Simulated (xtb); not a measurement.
xtb input (GFN2-xTB):

```bash
xtb mol.xyz --gfn 2 --sp --chrg -1 --uhf 0
```
mol.xyz:
```
13

Si    -0.05702552    -0.21911255    -1.32115472
N     -0.97348100    -0.47600610    -0.00031150
Si    -2.25338122    -0.12679517     0.96977879
O      1.52440569     0.22040091    -0.88884108
Si     2.04821887     0.39524296     0.64182523
H      0.16691334    -1.41349607    -2.20313851
H     -0.47016835     0.88105740    -2.26162014
H     -3.09584945     1.07134987     0.59297593
H     -3.28084424    -1.22568785     1.09490593
H     -1.88817131     0.15167035     2.40548942
H      1.33845075     1.44242651     1.41964531
H      3.47665946     0.83016914     0.56076515
H      2.04276154    -0.85934710     1.43759609
```

Output:

```
           -------------------------------------------------
          |                Calculation Setup                |
           -------------------------------------------------

molecular fragmentation (1/2 indicates fragments):
1111112111112
# atoms in fragment 1/2:    11     2
 fragment masses (1/2) :      120.31        2.02
CMA distance (Bohr)    :   1.661
constraining FC (au)   :  0.0500

           -------------------------------------------------
          |                 G F N 2 - x T B                 |
           -------------------------------------------------

        Reference                      10.1021/acs.jctc.8b01176
      * Hamiltonian:
        H0-scaling (s, p, d)           1.850000    2.230000    2.230000
        zeta-weighting                 0.500000
      * Dispersion:
        s8                             2.700000
        a1                             0.520000
        a2                             5.000000
        s9                             5.000000
      * Repulsion:
        kExp                           1.500000    1.000000
        rExp                           1.000000
      * Coulomb:
        alpha                          2.000000
        third order                    shell-resolved
        anisotropic                    true
        a3                             3.000000
        a5                             4.000000
        cn-shift                       1.200000
        cn-exp                         4.000000
        max-rad                        5.000000

          ...................................................
          :                      SETUP                      :
          :.................................................:
          :  # basis functions                  46          :
          :  # atomic orbitals                  43          :
          :  # shells                           21          :
          :  # electrons                        32          :
          :  max. iterations                   250          :
          :  Hamiltonian                  GFN2-xTB          :
          :  restarted?                      false          :
          :  GBSA solvation                  false          :
          :  PC potential                    false          :
          :  electronic temp.          300.0000000     K    :
          :  accuracy                    1.0000000          :
          :  -> integral cutoff          0.2500000E+02      :
          :  -> integral neglect         0.1000000E-07      :
          :  -> SCF convergence          0.1000000E-05 Eh   :
          :  -> wf. convergence          0.1000000E-03 e    :
          :  Broyden damping             0.4000000          :
          :  net charge                         -1          :
          :  unpaired electrons                  0          :
          ...................................................

 iter      E             dE          RMSdq      gap      omega  full diag
   1    -16.5571137 -0.165571E+02  0.849E+00    5.04       0.0  T
   2    -16.7388306 -0.181717E+00  0.553E+00    3.33       1.0  T
   3    -16.7440715 -0.524094E-02  0.304E+00    4.11       1.0  T
   4    -16.7456474 -0.157588E-02  0.142E+00    3.69       1.0  T
   5    -16.7476951 -0.204774E-02  0.529E-01    3.91       1.0  T
   6    -16.7481366 -0.441422E-03  0.304E-01    3.90       1.0  T
   7    -16.7481587 -0.221677E-04  0.159E-01    3.91       1.0  T
   8    -16.7481969 -0.382123E-04  0.601E-02    3.96       1.0  T
   9    -16.7482060 -0.905203E-05  0.373E-02    3.95       1.0  T
  10    -16.7482069 -0.884324E-06  0.245E-02    3.94       1.1  T
  11    -16.7482092 -0.229498E-05  0.883E-03    3.95       3.1  T
  12    -16.7482092 -0.343558E-07  0.327E-03    3.95       8.5  T
  13    -16.7482092 -0.339297E-07  0.748E-04    3.95      37.1  T
  14    -16.7482092 -0.309917E-08  0.182E-04    3.95     152.4  T

   *** convergence criteria satisfied after 14 iterations ***

         #    Occupation            Energy/Eh            Energy/eV
      -------------------------------------------------------------
         1        2.0000           -0.5986849             -16.2910
       ...           ...                  ...                  ...
        10        2.0000           -0.2728646              -7.4250
        11        2.0000           -0.2472946              -6.7292
        12        2.0000           -0.2448712              -6.6633
        13        2.0000           -0.2427490              -6.6055
        14        2.0000           -0.2338575              -6.3636
        15        2.0000           -0.1734646              -4.7202
        16        2.0000           -0.1688015              -4.5933 (HOMO)
        17                         -0.0236876              -0.6446 (LUMO)
        18                         -0.0115146              -0.3133
        19                         -0.0029607              -0.0806
        20                          0.0239915               0.6528
        21                          0.0261307               0.7111
       ...                                ...                  ...
        43                          1.1634635              31.6595
      -------------------------------------------------------------
                  HL-Gap            0.1451139 Eh            3.9488 eV
             Fermi-level           -0.0962445 Eh           -2.6189 eV

 SCC (total)                   0 d,  0 h,  0 min,  0.010 sec
 SCC setup                      ...        0 min,  0.000 sec (  1.173%)
 Dispersion                     ...        0 min,  0.000 sec (  0.637%)
 classical contributions        ...        0 min,  0.000 sec (  0.210%)
 integral evaluation            ...        0 min,  0.001 sec ( 15.179%)
 iterations                     ...        0 min,  0.005 sec ( 53.083%)
 molecular gradient             ...        0 min,  0.003 sec ( 28.785%)
 printout                       ...        0 min,  0.000 sec (  0.782%)

         :::::::::::::::::::::::::::::::::::::::::::::::::::::
         ::                     SUMMARY                     ::
         :::::::::::::::::::::::::::::::::::::::::::::::::::::
         :: total energy             -16.610442092036 Eh    ::
         :: gradient norm              0.049832064557 Eh/a0 ::
         :: HOMO-LUMO gap              3.948751032805 eV    ::
         ::.................................................::
         :: SCC energy               -16.748186494067 Eh    ::
         :: -> isotropic ES            0.170638952828 Eh    ::
         :: -> anisotropic ES          0.016110322110 Eh    ::
         :: -> anisotropic XC         -0.002368587247 Eh    ::
         :: -> dispersion             -0.012791003566 Eh    ::
         :: repulsion energy           0.137744402030 Eh    ::
         :: add. restraining           0.000000000000 Eh    ::
         :: total charge              -1.000000000000 e     ::
         :::::::::::::::::::::::::::::::::::::::::::::::::::::

           -------------------------------------------------
          |                Property Printout                |
           -------------------------------------------------

    * Orbital Energies and Occupations

         #    Occupation            Energy/Eh            Energy/eV
      -------------------------------------------------------------
         1        2.0000           -0.5986849             -16.2910
       ...           ...                  ...                  ...
         4        2.0000           -0.4363403             -11.8734
         5        2.0000           -0.3334820              -9.0745
         6        2.0000           -0.3153716              -8.5817
         7        2.0000           -0.3122235              -8.4960
         8        2.0000           -0.3017446              -8.2109
         9        2.0000           -0.2736457              -7.4463
        10        2.0000           -0.2728646              -7.4250
        11        2.0000           -0.2472946              -6.7292
        12        2.0000           -0.2448712              -6.6633
        13        2.0000           -0.2427490              -6.6055
        14        2.0000           -0.2338575              -6.3636
        15        2.0000           -0.1734646              -4.7202
        16        2.0000           -0.1688015              -4.5933 (HOMO)
        17                         -0.0236876              -0.6446 (LUMO)
        18                         -0.0115146              -0.3133
        19                         -0.0029607              -0.0806
        20                          0.0239915               0.6528
        21                          0.0261307               0.7111
        22                          0.0284514               0.7742
        23                          0.0570369               1.5521
        24                          0.0738273               2.0089
        25                          0.0804800               2.1900
        26                          0.1139221               3.1000
        27                          0.1385886               3.7712
       ...                                ...                  ...
        43                          1.1634635              31.6595
      -------------------------------------------------------------
                  HL-Gap            0.1451139 Eh            3.9488 eV
             Fermi-level           -0.0962445 Eh           -2.6189 eV

     #   Z          covCN         q      C6AA      α(0)
     1  14 Si       3.712     0.507    96.935    18.853
     2   7 N        1.644    -0.499    33.996     8.599
     3  14 Si       3.588     0.438    99.832    19.201
     4   8 O        1.537    -0.497    22.911     6.457
     5  14 Si       3.754     0.519    96.489    18.800
     6   1 H        0.905    -0.184     9.716     4.877
     7   1 H        0.904    -0.193    10.303     5.022
     8   1 H        0.901    -0.219    12.379     5.505
     9   1 H        0.902    -0.212    11.773     5.368
    10   1 H        0.903    -0.205    11.250     5.248
    11   1 H        0.912    -0.140     7.197     4.196
    12   1 H        0.908    -0.176     9.195     4.744
    13   1 H        0.911    -0.139     7.165     4.187

 Mol. C6AA /au·bohr⁶  :       4193.105713
 Mol. C8AA /au·bohr⁸  :     147240.500460
 Mol. α(0) /au        :        111.055356

Wiberg/Mayer (AO) data.
largest (>0.10) Wiberg bond orders for each atom

 ---------------------------------------------------------------------------
     #   Z sym  total        # sym  WBO       # sym  WBO       # sym  WBO
 ---------------------------------------------------------------------------
     1  14 Si   4.134 --     2 N    1.579     6 H    0.849     7 H    0.847
                             4 O    0.771
     2   7 N    3.239 --     1 Si   1.579     3 Si   1.458
     3  14 Si   4.111 --     2 N    1.458    10 H    0.856     9 H    0.853
                             8 H    0.851
     4   8 O    2.248 --     5 Si   1.290     1 Si   0.771
     5  14 Si   3.936 --     4 O    1.290    11 H    0.886    13 H    0.886
                            12 H    0.867
     6   1 H    0.966 --     1 Si   0.849
     7   1 H    0.963 --     1 Si   0.847
     8   1 H    0.952 --     3 Si   0.851
     9   1 H    0.954 --     3 Si   0.853
    10   1 H    0.958 --     3 Si   0.856
    11   1 H    0.980 --     5 Si   0.886
    12   1 H    0.968 --     5 Si   0.867
    13   1 H    0.981 --     5 Si   0.886
 ---------------------------------------------------------------------------

Topologies differ in total number of bonds
Writing topology from bond orders to xtbtopo.mol

molecular dipole:
                 x           y           z       tot (Debye)
 q only:        0.968       0.043       0.034
   full:        1.050       0.215      -0.089       2.733
molecular quadrupole (traceless):
                xx          xy          yy          xz          yz          zz
Note: The following floating-point exceptions are signalling: IEEE_UNDERFLOW_FLAG IEEE_DENORMAL
normal termination of xtb
 q only:      -10.987      -1.739       8.909       7.379       0.031       2.078
  q+dip:      -13.701      -3.853      10.287       3.552      -0.719       3.414
   full:      -11.828      -2.766       9.745       6.389      -0.308       2.082

           -------------------------------------------------
          | TOTAL ENERGY              -16.610442092036 Eh   |
          | GRADIENT NORM               0.049832064557 Eh/α |
          | HOMO-LUMO GAP               3.948751032805 eV   |
           -------------------------------------------------

------------------------------------------------------------------------
------------------------------------------------------------------------
 total:
 SCF:
```

It need not be the lowest isomer of its formula. Whether it binds its extra electron was not tested at this geometry.
